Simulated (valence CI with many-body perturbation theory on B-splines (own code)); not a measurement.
## Missing levels of Sm XXXII

Method: relativistic CI+MBPT: three valence electrons over a frozen Dirac-Fock core [Ar] 3d10, radial functions for each j: 11 s, 11 p, 9 d, 7 f, 5 g, 2 h, 1 i, with the one-electron correlation potential Σ1 (screened to all orders), the two-electron term Σ2, the three-electron term Σ3, Breit, model QED; selected single and double excitations, second order for the rest (own B-spline code, finite nucleus).

No measured spectrum was set against this ion. As an estimate, large intervals hold to a few tenths of a per cent, small ones and those within an open d or f shell to about a per cent.

```tsv
Level	E (cm⁻¹)
(4s^2 4p1/2) J=1/2	0
(4s^2 4p3/2) J=3/2	303930
(4s 4p1/2^2) J=1/2	544580
(4s 4p1/2 4p3/2) J=3/2 [a]	777770
(4s 4p1/2 4p3/2) J=5/2	826080
(4s 4p1/2 4p3/2) J=3/2 [b]	898830
(4s 4p1/2 4p3/2) J=1/2	?
(4s 4p3/2^2) J=5/2	?
(4s 4p3/2^2) J=3/2	1217700
(4s 4p3/2^2) J=1/2	1229000
(4s^2 4d3/2) J=3/2	?
(4s^2 4d5/2) J=5/2	1333700
(4p1/2^2 4p3/2) J=3/2	1458700
(4s 4p1/2 4d3/2) J=3/2 [a]	1683000
(4s 4p1/2 4d3/2) J=5/2	1698500
(4p1/2 4p3/2^2) J=3/2	1716400
(4p1/2 4p3/2^2) J=5/2	?
(4p1/2 4p3/2^2) J=1/2	?
(4s 4p1/2 4d3/2) J=3/2 [b]	1803100
(4s 4p1/2 4d3/2) J=1/2	?
```

Levels are named by their leading jj configuration (3d3/2^4 stands for four electrons in 3d with j = 3/2), which in mixed levels can hold well under half, so a name can repeat and another be missing. Letters in brackets count levels of one name in rising energy.

Question: The levels stand in rising order. What does the calculation give for the missing energies?

Answer: (4s 4p1/2 4p3/2) J=1/2 924510; (4s 4p3/2^2) J=5/2 1106100; (4s^2 4d3/2) J=3/2 1291400; (4p1/2 4p3/2^2) J=5/2 1747400; (4p1/2 4p3/2^2) J=1/2 1799000; (4s 4p1/2 4d3/2) J=1/2 1803500.
